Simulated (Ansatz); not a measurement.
CH5AlO2: a line through the functionals

CH5AlO2 has 9 atoms, charge 0, and is taken as a singlet. As SMILES, `C[Al](O)O`. Geometry: relaxed at PBE0-D4/def2-TZVP. This is one conformer, not always the lowest.

The HOMO–LUMO gap y, in eV, basis def2-SVP; a is the functional's share of exact exchange. Programs: Ansatz 0.2.0.

| functional | program | a | y (eV) |
| --- | --- | --- | --- |
| revPBE | Ansatz | 0 | 6.19 |
| PBE | Ansatz | 0 | 6.15 |
| B3LYP | Ansatz | 0.2 | 8.08 |
| PBE0 | Ansatz | 0.25 | 8.68 |
| r2SCAN0 | Ansatz | 0.25 | ? |
| BHLYP | Ansatz | 0.5 | 10.57 |

Fit y = c + s·a to the known rows and predict r2SCAN0.


1. Means of the 5 rows: a = 0.1900, y = 7.934.
2. Σ(Δa)² = 0.172, Σ(Δa·Δy) = 1.5337, so the slope is 1.5337/0.172 = 8.9169.
3. Intercept: 7.934 − (8.9169) × 0.1900 = 6.240. The largest residual of the fit is 0.21.
4. r2SCAN0: 6.240 + (8.9169) × 0.25 = 8.47 eV.

The run gave 9.21 eV, so the prediction is off by -0.74 eV, more than the scatter of the fit. Exact exchange lowers occupied levels and raises empty ones. The rows mix families of semi-local functionals, which the line can't see.
